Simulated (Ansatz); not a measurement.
Isolated molecules relaxed with PBE0-D4/def2-TZVP in Ansatz; ΔE leaves out vibrations. CCSD(T)/CBS adds triple-zeta CCSD(T) − MP2 to the extrapolated MP2 energy (def2 sets, frozen cores). This one scheme is used for every species. Functionals use def2-TZVPP. HSE06 is defined as in plane-wave codes. One conformer a species, not always the lowest.

`O[SiH]1CN1` + PH₃ → `P[SiH]1CN1` + H₂O  (ligand exchange at the Si–O bond)

`O[SiH]1CN1`:

Z-matrix (Å, degrees):
```
Si
C 1 1.823
N 1 1.692 2 50.7
O 1 1.632 2 127.8 3 100.0
H 1 1.473 2 121.0 3 -109.4
H 2 1.088 1 125.1 3 -99.7
H 2 1.091 1 118.3 3 106.0
H 3 1.007 1 134.2 2 -110.9
H 4 0.960 1 116.6 2 -33.7
```

PH₃:

```xyz
4

P     0.002   -0.364   -0.452
H     0.276   -0.780    0.877
H    -1.141    0.383   -0.065
H     0.864    0.761   -0.360
```

`P[SiH]1CN1`:

Cartesian coordinates in Å:
```
P -1.641 -1.655 0.130
Si -0.343 0.029 -0.559
C 0.353 1.333 0.521
N 1.249 0.220 0.076
H -0.819 -1.894 1.263
H -0.965 -2.610 -0.678
H -0.619 0.401 -1.970
H 0.523 2.315 0.081
H 0.198 1.373 1.596
H 2.062 0.488 -0.459
```

H₂O:

Z-matrix (Å, degrees):
```
O
H 1 0.960
H 1 0.960 2 105.1
```

| level | ΔE (eV) |
| --- | --- |
| LDA (SPW92) | 0.76 |
| r2SCANh-D4 | 0.84 |
| HSE06-D4 | 0.73 |
| CAM-B3LYP-D4 | 0.97 |
| r2SCANh | 0.85 |
| LC-ωPBE | 0.86 |
| MP2/def2-SVP | 0.87 |
| CCSD/CBS(def2) | 0.87 |

Question: What does CCSD(T)/CBS give? (Best estimate.)

Answer: The calculation gave: +0.83 eV. The listed levels differ from it by -0.07, 0.01, -0.10, 0.14, 0.02, 0.03, 0.04, 0.04 eV.

Largest T1 diagnostic among the species: 0.014.

From BLYP to BHLYP (50 % exact exchange), in def2-TZVPP and without D4, ΔE moves by +0.12 eV. In def2-TZVPP, CCSD(T) changes the Hartree–Fock value by −0.27 eV (the triples alone add −0.05 eV) and MP2 by −0.28 eV.
